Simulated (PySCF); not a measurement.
# Molecular orbitals of CaC⁻

M06-2X at R = 2.405 Å; basis Ca aug-pcseg-1, C aug-pcseg-1; no relativity; PySCF 2.14. State: ⁴Σ⁻ (quartet), unpaired electrons σ ↑, π ↑↑. Only the outer orbitals are listed, counted within each symmetry.

```csv
spin,orbital,occ.,ε (eV),on Ca (%),main shells (%)
α,2π,1,-27.50,100,100 Ca p
α,2π,1,-27.50,100,100 Ca p
α,6σ,1,-27.48,99,99 Ca p
α,7σ,1,-12.67,2,98 C s
α,8σ,1,-3.46,5,94 C p
α,3π,1,-2.86,7,93 C p
α,3π,1,-2.86,7,93 C p
α,9σ,1,-0.28,102,"85 Ca s, 12 Ca p"
α,10σ,0,2.40,108,109 Ca s
β,2π,1,-27.44,100,100 Ca p
β,2π,1,-27.44,100,100 Ca p
β,6σ,1,-27.33,100,100 Ca p
β,7σ,1,-8.45,-3,103 C s
β,8σ,1,-0.39,92,"80 Ca s, 11 Ca p"
β,9σ,0,2.27,96,"98 Ca s, 16 C s"
β,3π,0,2.37,70,"68 Ca p, 30 C p"
β,3π,0,2.37,70,"68 Ca p, 30 C p"
```

Question: Which are the highest filled and the lowest empty level, where do they sit, and how wide is the gap?

Answer: Highest filled α 9σ at -0.28 eV (in %: 85 Ca s, 12 Ca p); lowest empty β 9σ at 2.27 eV (in %: 98 Ca s, 16 C s); the gap at M06-2X is 2.55 eV. An empty level above zero is unbound, and its energy depends on the basis.

```
bond order (Mayer)                                                                                                : 0.41
⟨S²⟩                                                                                                              : 3.757
charge on Ca (Mulliken, basis-dependent)                                                                          : -0.11
charge on Ca (Löwdin, basis-dependent)                                                                            : -0.19
dipole moment (positive dipole points towards C; it is taken about the centre of mass and depends on that origin) : 1.16 D
```

Shares are Mulliken populations and can fall outside 0 to 100 %.

The state was picked by a PBE0 search and need not be the measured ground state.
